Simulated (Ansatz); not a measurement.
Born–Oppenheimer molecular dynamics of BrGaH4 (6 atoms, charge 0, multiplicity 1). It starts at the highest image of a converged band, a first-order saddle point between two minima.

Theory: RHF/def2-SVP (Ansatz 0.2.0).

```json
{"ensemble": "NVE (velocity Verlet)", "time step": "0.5 fs", "steps asked": "200", "starting velocities drawn for": "300 K", "seed": "8329"}
```

First frame:

```xyz
6
Properties=species:S:1:pos:R:3
Ga 0.008 -0.086 -0.018
H 0.016 0.040 1.678
H 1.423 0.143 -0.618
H -1.425 0.065 -0.597
Br 0.086 -2.624 1.090
H 0.049 -1.082 1.680
```

How far do the bonds stretch over the last three quarters of this one trajectory? (Pairs bonded in most of those frames.)


```
  bond  mean (Å)  spread (Å)  shortest  longest
Ga1–H2     1.585       0.036      1.52     1.64
Ga1–H3     1.576       0.019      1.54     1.61
Ga1–H4     1.585       0.042      1.51     1.65
Br5–H6     1.424       0.041      1.36     1.49
```

Mean temperature of the second half: 1153 K. The conserved energy stayed within 0.16 meV per atom of its start (net change 0.06 meV per atom), so the integration is sound. The kinetic energy rose, since the run started high on the potential surface and went downhill. It ends in pieces (BrH + GaH3), so much of that is their flight and rotation, not heat. A run of 0.1 ps of so small a system gives no equilibrium averages. The orbitals stay closed-shell, which can raise the energy where a bond breaks towards radicals; this wasn't checked here.

Run time: 4.5 min on 1 thread of Arm Neoverse V2, on a shared host, peak memory 0.17 GiB.
